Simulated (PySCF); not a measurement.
Series SiXY, Y = methyl, computed as singlets and as triplets. Gas-phase values, no solvent. One relaxed conformer stands for each flexible species; it need not be the lowest. Strings in code marks are SMILES.

The four lowest singlet excitations (Tamm–Dancoff). Method: PBE-D3(BJ)/def2-TZVP // PBE0-D3(BJ)/def2-SVP run with PySCF. Excitations are Tamm–Dancoff values on a coarser integration grid. The basis has no diffuse functions, so Rydberg states are missing or too high.

| state | energy (eV) | wavelength (nm) | oscillator strength |
|---|---|---|---|
| S1 | 3.19 | 389 | 0.025 |
| S2 | 4.71 | 263 | 0.024 |
| S3 | 4.98 | 249 | 0.000 |
| S4 | 5.18 | 240 | 0.018 |

**Question.** Which member gives these states?
(A) `C[Si]O` (lower singlet; C–Si–O–H torsion 0°)
(B) `CO[Si]C` (lower singlet; C–O–Si–C torsion 0°)
(C) `C[Si]S` (lower singlet; C–Si–S–H torsion 180°)
(D) `C[Si]F` (lower singlet)

**Answer.** C, `C[Si]S` (lower singlet; C–Si–S–H torsion 180°)
